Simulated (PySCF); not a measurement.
Start geometry of `B/C=C\Br` from a GFN2-xTB structure with every atom displaced at random (by about 0.01 Å) (Å):
```
atom  x, y, z in Å
B1    -1.3162    0.1071    0.0273
C2     0.0313   -0.5736    0.0451
C3     1.2189    0.0002   -0.0589
Br4    1.5747    1.8584   -0.2101
H5    -2.2855   -0.4642    0.3610
H6    -1.4389    1.2412   -0.3474
H7     0.0827   -1.6507    0.1601
H8     2.1881   -0.5377   -0.0295
```

**Question.** What comes out of this run: PySCF, PBE0-D3(BJ)/def2-SVP geometry optimisation, gas phase?

**Answer.** 
```
atom  x, y, z in Å
B1    -1.3335    0.1350    0.0527
C2     0.0395   -0.5628    0.1117
C3     1.2456   -0.0004   -0.0933
Br4    1.5740    1.7933   -0.5117
H5    -2.3354   -0.4896    0.3105
H6    -1.4195    1.2999   -0.2492
H7     0.0990   -1.6334    0.3468
H8     2.1826   -0.5626   -0.0309
```

The energy falls by 0.074 eV over 7 energy and gradient evaluations, the largest force component goes from 0.0362 to 3.8e-04 Eh/bohr, and the atoms move by 0.101 Å rms after alignment. The bond that changes most is B1–H5 (three-coordinate boron to B–H hydrogen), which lengthens by 0.035 Å. Bonds longer at the end by more than 0.005 Å: 5 of 7; shorter: 2. Among the angles that change most is Br4–C3–H8, from 108.3° to 110.8°. Among the dihedrals that turn most is H6–B1–C2–C3, from 15° to 3°. Rotational constants go from 14411, 2541, 2163 to 14117, 2555, 2163 MHz. The orientation of the end geometry is arbitrary; only internal coordinates are fixed.

The run used 94 basis functions and 47 SCF cycles in all.

No PBE0-D3(BJ)/def2-SVP frequencies stand behind this structure, so it isn't proved a minimum.
